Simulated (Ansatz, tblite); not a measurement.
Removing an electron: Ge(iPr)2Cl2 (C₆H₁₄Cl₂Ge). Charge 0, multiplicity 1. Geometry: PBE-D4/def2-SVP. Ansatz, gas phase; energy differences of separate SCF runs; the oxidised species was run as a doublet alone.

```xyz
23

Ge   -0.5180    0.2330   -0.5794
C    -1.0203    0.3717    1.3292
C    -0.8766   -1.0055    1.9903
C    -2.4211    0.9720    1.4795
H    -0.2682    1.0730    1.7553
H     0.1574   -1.4028    1.9221
H    -1.5559   -1.7475    1.5213
H    -1.1390   -0.9496    3.0682
H    -2.6862    1.0795    2.5527
H    -2.4895    1.9719    1.0066
H    -3.1847    0.3215    1.0052
C     1.2662   -0.4793   -1.0521
C     2.3471    0.3531   -0.3506
C     1.4407   -0.5411   -2.5718
H     1.2596   -1.5120   -0.6370
H     2.2376    0.3469    0.7537
H     2.3191    1.4103   -0.6870
H     3.3577   -0.0440   -0.5849
H     2.4276   -0.9782   -2.8335
H     0.6536   -1.1585   -3.0482
H     1.3904    0.4731   -3.0188
Cl   -0.6644    2.2380   -1.4666
Cl   -2.0331   -1.0254   -1.5543
```

The xTB rows come from tblite. B3LYP takes the VWN-RPA correlation.

| level | −HOMO (eV) | vertical IE (eV) | −LUMO (eV) | HOMO–LUMO gap (eV) |
| --- | --- | --- | --- | --- |
| GFN1-xTB | 11.45 | 13.69 | 5.87 | 5.58 |
| GFN2-xTB | 10.79 | 12.99 | 5.33 | 5.46 |
| PBE-D4/def2-TZVP | 6.58 | 8.94 | 1.20 | 5.37 |
| B3LYP-D4/def2-TZVP | 7.57 | 9.36 | 0.51 | 7.07 |
| PBE0-D4/def2-TZVP | 7.77 | 9.37 | 0.21 | 7.56 |

  Raw xTB energy differences between charge states are shifted by several eV; the methods need an empirical correction for them.
